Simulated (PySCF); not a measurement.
C2H9BeNSi, SMILES C[N](C)[Be][SiH3]. Heavy atoms are numbered as in [Be:1]([N:2]([CH3:3])[CH3:4])[SiH3:11]. Hydrogens are named by the atom that carries them.

Coordinates come from a B3LYP-D3(BJ)/def2-SVP optimisation. Other conformers were not sampled.

All values below come from PBE0/pcSseg-1 run with PySCF.

GIAO shieldings, no solvent; atoms alike by connectivity are averaged. δ = σ(ref) − σ: ¹⁵N against NH3 (σ = 267.4 ppm); ¹³C against TMS (σ = 186.3 ppm); ¹H against TMS (σ = 31.56 ppm); ²⁹Si against TMS (σ = 352.7 ppm), references at their B3LYP-D3(BJ)/def2-TZVP geometries, non-relativistic.

Computed chemical shifts:
```json
[
 {"nucleus": "¹⁵N", "atoms": "N2", "count": "1", "δ (ppm)": "87.5"},
 {"nucleus": "¹³C", "atoms": "C3 (CH3)", "count": "2", "δ (ppm)": "40.8"},
 {"nucleus": "¹H", "atoms": "H on Si11", "count": "3", "δ (ppm)": "3.19"},
 {"nucleus": "¹H", "atoms": "H on C3", "count": "6", "δ (ppm)": "2.93"},
 {"nucleus": "²⁹Si", "atoms": "Si11 (SiH3)", "count": "1", "δ (ppm)": "-144.8"}
]
```
